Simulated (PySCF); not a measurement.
CH10FNSi3.

```xyz
16

F      2.8694    -0.4437    -1.2418
Si     2.6079    -0.0529     0.3239
C      0.9127     0.7082     0.4519
Si    -0.3743    -0.0808    -0.6854
N     -2.0091     0.4325    -0.3487
Si    -3.1040    -0.1630     0.8676
H      2.6865    -1.3118     1.1171
H      3.6936     0.8823     0.7346
H      0.9616     1.7910     0.2382
H      0.5639     0.6042     1.4968
H     -0.0668     0.2937    -2.0955
H     -0.3039    -1.5615    -0.5029
H     -2.3248     1.2439    -0.8779
H     -2.4867    -1.3968     1.4362
H     -4.4450    -0.4878     0.2909
H     -3.3300     0.8123     1.9826
```
Charge 0, spin multiplicity 1.

The structure is a stationary point at r2SCAN-D4/def2-SVP. The structure was generated by enumeration, and PubChem lists no compound with its InChIKey, so it may never have been made. One conformer was computed; it need not be the lowest.

Calculation: PBE/pcSseg-1 in PySCF. Non-relativistic, no solvent.

Computed absolute GIAO shielding of each atom: isotropic value and principal components (ppm):
```tsv
atom	σ(iso)	σ11	σ22	σ33	span
F1	378.9	346.7	375.7	414.4	67.8
Si2	324.5	257.1	316.1	400.2	143.1
C3	172.0	144.3	182.7	189.1	44.8
Si4	362.2	304.3	365.0	417.2	112.9
N5	251.7	232.3	243.3	279.4	47.1
Si6	387.8	342.6	357.7	463.2	120.6
H7	25.8	22.7	24.5	30.2	7.5
H8	25.7	22.2	24.1	30.7	8.5
H9	30.3	26.6	29.0	35.3	8.8
H10	31.2	27.3	29.8	36.6	9.3
H11	26.1	21.5	26.3	30.5	9.1
H12	26.1	21.7	26.7	30.0	8.3
H13	31.6	22.7	29.5	42.6	19.9
H14	26.4	23.5	25.7	30.2	6.7
H15	26.3	22.6	24.3	31.9	9.4
H16	26.3	22.5	24.6	31.7	9.2
```
